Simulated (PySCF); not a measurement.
C5H10Si. Atoms are numbered in the order given.

```xyz
16

C      3.2779    -0.7141    -0.6260
C      2.0005    -0.1688    -0.1853
C      0.9318     0.2935     0.1895
Si    -0.6971     0.9508     0.7153
C     -2.0702     0.2341    -0.3695
C     -2.1500    -1.2988    -0.3520
H      3.7871    -0.0191    -1.3132
H      3.9458    -0.8943     0.2319
H      3.1373    -1.6714    -1.1537
H     -0.6833     2.4374     0.6143
H     -0.9256     0.5818     2.1417
H     -1.9082     0.5982    -1.3998
H     -3.0267     0.6763    -0.0359
H     -2.3475    -1.6792     0.6636
H     -2.9553    -1.6680    -1.0078
H     -1.2044    -1.7486    -0.6947
```
Charge 0, spin multiplicity 1.

Geometry: TPSSh-D3(BJ)/def2-SVP. Other conformers were not sampled.

Calculation: PBE/def2-TZVP (PySCF).

The molecule is in vacuum.

```json
{
 "total_energy": "-485.65035 hartree",
 "highest_occupied_level": "-6.30 eV",
 "lowest_empty_level": "-0.70 eV",
 "orbital_gap": "5.60 eV",
 "dipole_moment": "1.48 D",
 "quadrupole, principal values (traceless, Buckingham form, about the centre of nuclear charge)": "-6.02, -4.68, 10.70 D·Å",
 "mean_static_polarisability": "90.7 bohr³ (13.44 Å³)",
 "polarisability_principal_values": "69.5, 81.6, 120.9 bohr³"
}
```
